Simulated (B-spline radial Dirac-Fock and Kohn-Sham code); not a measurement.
X-ray scattering factor of Xe³⁴⁺

System: xenon as Xe³⁴⁺, configuration [Ar] 3d2.

Method: configuration-average Dirac-Fock orbitals. Computed with a B-spline atomic structure program. f₀ is the Fourier transform of the spherical electron density, S the Waller-Hartree incoherent function, and s = sin θ/λ. The electron scattering factor follows from the Mott-Bethe formula f_e = 0.023934 Å⁻¹·(Z − f₀)/s².

| s (Å⁻¹) | f₀ | S | f_e (Å) |
| --- | --- | --- | --- |
| 0 | 20.000 | 0.000 | – |
| 0.05 | 19.982 | 0.018 | 325.672 |
| 0.1 | 19.929 | 0.072 | 81.545 |
| 0.15 | 19.841 | 0.161 | 36.336 |
| 0.2 | 19.719 | 0.284 | 20.512 |
| 0.25 | 19.563 | 0.440 | 13.187 |
| 0.3 | 19.376 | 0.627 | 9.208 |
| 0.35 | 19.158 | 0.843 | 6.807 |
| 0.4 | 18.911 | 1.086 | 5.249 |
| 0.45 | 18.637 | 1.353 | 4.180 |
| 0.5 | 18.338 | 1.641 | 3.414 |
| 0.6 | 17.673 | 2.271 | 2.415 |
| 0.7 | 16.936 | 2.954 | 1.810 |
| 0.8 | 16.147 | 3.669 | 1.416 |
| 0.9 | 15.323 | 4.397 | 1.143 |
| 1 | 14.485 | 5.122 | 0.946 |
| 1.1 | 13.648 | 5.831 | 0.798 |
| 1.2 | 12.830 | 6.516 | 0.684 |
| 1.4 | 11.292 | 7.789 | 0.522 |
| 1.6 | 9.943 | 8.915 | 0.412 |
| 1.8 | 8.813 | 9.898 | 0.334 |
| 2 | 7.899 | 10.751 | 0.276 |
| 2.5 | 6.374 | 12.434 | 0.182 |
| 3 | 5.480 | 13.688 | 0.129 |
| 3.5 | 4.800 | 14.691 | 0.096 |
| 4 | 4.166 | 15.524 | 0.075 |
| 5 | 3.018 | 16.778 | 0.049 |
| 6 | 2.186 | 17.594 | 0.034 |

f₀ starts at the number of electrons, 20, and has fallen to half at s ≈ 1.59 Å⁻¹. The sum of ⟨r²⟩ over the electrons is 0.9639 bohr². For an ion f_e diverges as s goes to zero, because of the net charge.
